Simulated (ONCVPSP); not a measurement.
**An all-electron radial function and its pseudo partner (Mn (Z = 25))**

Columns: radius, all-electron u(r) and pseudo u(r) of the 3s shell (level -87.56 eV) of manganese in the configuration [Ne] 3s2 3p6 3d5 4s1.75; PBEsol, scalar-relativistic, ONCV scheme, ONCVPSP 4.0.1.

```csv
r (bohr),all-electron,pseudo
0.082,-0.0252,0.2064
0.165,-0.6087,0.4068
0.248,-0.5156,0.5908
0.330,-0.0802,0.7494
0.413,0.4061,0.8812
0.495,0.7920,0.9795
0.578,1.0476,1.0448
0.660,1.1761,1.0758
0.742,1.2095,1.0756
0.825,1.1754,1.0470
0.908,1.0991,0.9949
0.990,1.0010,0.9257
1.072,0.8938,0.8447
1.155,0.7848,0.7563
1.238,0.6808,0.6663
1.320,0.5862,0.5798
1.402,0.5009,0.4987
1.485,0.4246,0.4241
1.568,0.3580,0.3579
1.650,0.3013,0.3013
1.733,0.2521,0.2521
1.815,0.2108,0.2108
1.898,0.1754,0.1754
1.980,0.1460,0.1460
2.062,0.1213,0.1213
2.145,0.1004,0.1004
```

Problem. How many radial nodes do the two functions have?

Solution. The all-electron 3s function has n − l − 1 = 2 (the table is too coarse to show those close to the nucleus); the pseudo-wave has 0, since the states of the same l below it are removed with the core.

Problem. At about which radius was the pseudo-wave matched?

Solution. 1.65 bohr, where the columns begin to agree (steps of 0.08 bohr).

Problem. Where does each function peak?

Solution. Outermost all-electron maximum near 0.74 bohr, pseudo maximum near 0.66 bohr (to the table’s step).

Problem. Is the pseudo-wave norm-conserving?

Solution. Yes: the ONCV scheme keeps the norm inside the radius equal to the all-electron one, which fixes the energy derivative of the logarithmic derivative at the level.
